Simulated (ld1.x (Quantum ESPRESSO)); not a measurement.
# Br (Z = 35): one change to an RRKJ potential, before and after

ld1.x (Quantum ESPRESSO) 7.5 input, shortened:

```
&input
   title='Br', zed=35., rel=1, dft='BLYP', iswitch=3,
   config='[Ar] 3d10 4s2 4p5'
 /
 &inputp
   pseudotype=2, tm=.false., rho0=0.005, lloc=-1, rcloc=1.60,
   nlcc=.true., new_core_ps=.true., rcore=0.50
 /
3
4S  1  0   2.00   0.00  1.30  1.30  0.0
4P  2  1   5.00   0.00  1.65  1.65  0.0
3D  3  2  10.00   0.00  1.00  1.00  0.0
 &test
   configts(1)='3d10 4s2 4p5'
 /
```

All-electron outer shells of the reference configuration (BLYP, scalar-relativistic, ld1.x):

```
shell  level (eV)  outermost node (bohr)  outermost maximum (bohr)
   3s     -237.72                   0.23                      0.48
   3p     -173.25                   0.21                      0.48
   3d      -66.60                      –                      0.43
   4s      -20.03                   0.67                      1.41
   4p       -7.71                   0.70                      1.66
```

Change: all radii but the core radius scaled by about 0.94 (s 1.22, p 1.54, d 0.94 bohr); local potential all-electron potential smoothed inside 1.50 bohr (lloc = -1).

Cutoffs: the cutoffs (Ry, on a coarse ladder) from which the occupation-weighted sum of valence levels, in a spherical-Bessel basis at the reference potential, stays within 10 and 1 mRy of its value at 400 Ry; they do not see the model core or the augmentation charge, which bear on the density cutoff. Errors are all-electron minus pseudo energies relative to the spin-unpolarised reference configuration.

Question: What does the change do?

Answer: Of the 7 tests that both files solve, the error grows in 3 and shrinks in 0 by more than 15 % and 0.3 meV (median size 10.0 → 11.9 meV); neither file shows a bound ghost. That the errors move this way runs against the usual rule that smaller radii transfer better.

| quantity | base | changed |
| --- | --- | --- |
| cutoff, loose | 260 Ry | 260 Ry |
| cutoff, tight | over 300 Ry | over 300 Ry |
| loose cutoff by channel (10 mRy a level) | s 25 Ry, p 30 Ry, d 180 Ry | s 21 Ry, p 30 Ry, d 200 Ry |
| bound ghosts | none | none |
| error for 3d10 4s2 4p4, meV [ΔE 12.40 eV] | +0.6 | +0.9 |
| error for 3d10 4s2 4p3, meV [ΔE 35.02 eV] | +10.0 | +12 |
| error for 3d10 4s2 4p2, meV [ΔE 68.90 eV] | +36 | +41 |
| error for 3d10 4s2 4p1, meV [ΔE 114.89 eV] | +88 | +93 |
| error for 3d10 4s1 4p5, meV [ΔE 25.45 eV] | -0.1 | +1.9 |
| error for 3d10 4s2 4p4.5, meV [ΔE 5.00 eV] | -0.5 | -0.4 |
| error for 3d9 4s2 4p5, meV [ΔE 78.33 eV] | -591 | -539 |
